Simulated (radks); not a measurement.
Results of a calculation; reference values are marked as such.
Pb+, 81 electrons, occupied as [Hg] 5f1 (not the ground configuration). Level of theory: scalar-relativistic Kohn-Sham, PBE, spin-polarised, spherical densities, point nucleus; open shells are filled with parallel spins first (spin-orbit coupling, left out, can overturn this in heavy ions) (a radial shooting solver on a logarithmic mesh with Libxc functionals). Some entries of the table are withheld. Estimate them.

orbital  occ.  eigenvalue (hartree)  <r> (bohr)
1s down     1             -3239.519     0.01604
1s up       1             -3239.519     0.01604
2s down     1             -579.8097     0.06758
2s up       1             -579.8097     0.06758
2p down     3             -497.3036     0.06144
2p up       3             -497.3036     0.06144
3s down     1             -139.5495      0.1745
3s up       1             -139.5495      0.1745
3p down     3             -115.8982      0.1765
3p up       3             -115.8981      0.1765
3d down     5             -91.80484      0.1599
3d up       5             -91.80483      0.1599
4s down     1             -31.96647      0.3842
4s up       1             -31.96646      0.3842
4p down     3             -24.21745      0.4100
4p up       3             -24.21744      0.4100
4d down     5             -15.25638      0.4310
4d up       5             -15.25636      0.4310
5s down     1              -5.77637      0.8535
5s up       1              -5.77633      0.8535
4f down     7              -5.36330      0.4538
4f up       7              -5.36329      0.4538
5p down     3              -3.63303      0.9769
5p up       3              -3.63301      0.9769
5d up       5              -1.25298       1.293
5d down     5              -1.25279       1.292
6s up       1              -0.87253       2.182
6s down     1              -0.87073       2.179
6p up       0                   (1)       2.816
6p down     0                   (2)       2.815
7s up       0              -0.24385       5.666
5f up       1              -0.09635         (3)

Answer. 
(1) 6p up eigenvalue (hartree): -0.49846
(2) 6p down eigenvalue (hartree): -0.49576
(3) 5f up <r> (bohr): 8.193
